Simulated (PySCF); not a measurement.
A small calculation by hand: chemical shift, span and skew from a shielding tensor

Si(H)3(NCO) (CH₃NOSi), SMILES O=C=N[SiH3]. Atoms are numbered in the order given.

```xyz
7

Si     0.0000     0.0000    -1.5987
N      0.0000     0.0000     0.1214
C      0.0000     0.0000     1.3177
O      0.0000     0.0000     2.4855
H     -1.2194    -0.7040    -2.0861
H      0.0000     1.4080    -2.0861
H      1.2194    -0.7040    -2.0861
```
Charge 0, spin multiplicity 1.

Geometry optimised at PBE0-D3(BJ)/def2-SVP.

GIAO shieldings from PBE0/pcSseg-1 run with PySCF, non-relativistic, no solvent. The symmetric part of the tensor of C3 has the principal values -52.4, -52.4, 275.4 ppm. The same nucleus in TMS has σ = 186.3 ppm at this level (PySCF, at its B3LYP-D3(BJ)/def2-TZVP geometry).

Work out the isotropic shielding, the ¹³C shift against TMS, the span and the skew.


σ(iso) = (σ11 + σ22 + σ33)/3 = 56.9 ppm. δ = σ(ref) − σ(iso) = 186.3 − (56.9) = 129.4 ppm.
Span Ω = σ33 − σ11 = 327.8 ppm. Skew κ = 3(σ(iso) − σ22)/Ω = 1.00, an axial tensor. Tumbling in solution averages the tensor to δ; in a static solid the shielding alone would spread this spin-1/2 line over Ω.
